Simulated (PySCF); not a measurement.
CH₄F₂SeSi, SMILES C[Si](F)(F)[SeH]. Geometry optimised at PBE0-D3(BJ)/def2-SVP. This is a generated structure with no PubChem entry under its InChIKey; it may be hypothetical. One conformer was computed; it need not be the lowest.

The numbers are results of PBE0-D3(BJ)/def2-SVP in PySCF, not measurements.

Harmonic wavenumbers (cm⁻¹): 112, 140, 163, 179, 229, 240, 316, 434, 649, 729, 779, 799, 900, 968, 1275, 1418, 1422, 2452, 3066, 3174, 3184. Rotational constants (GHz): 3.628, 1.418, 1.390; symmetry number 1.

Problem. Work out the zero-point energy and the ideal-gas rigid-rotor harmonic-oscillator thermochemistry at 298.15 K and 1 atm.

Solution. ZPE = ½ Σ hcν = ½ × 22626 cm⁻¹ = 135.33 kJ/mol. H − E(el) = 157.87 kJ/mol. Entropy in J/(mol K): translation 172.13, rotation 117.99, vibration 75.95, total 366.07. G − E(el) = 48.73 kJ/mol. Cp = 110.85 J/(mol K). Modes under 150 cm⁻¹ make the vibrational entropy uncertain.
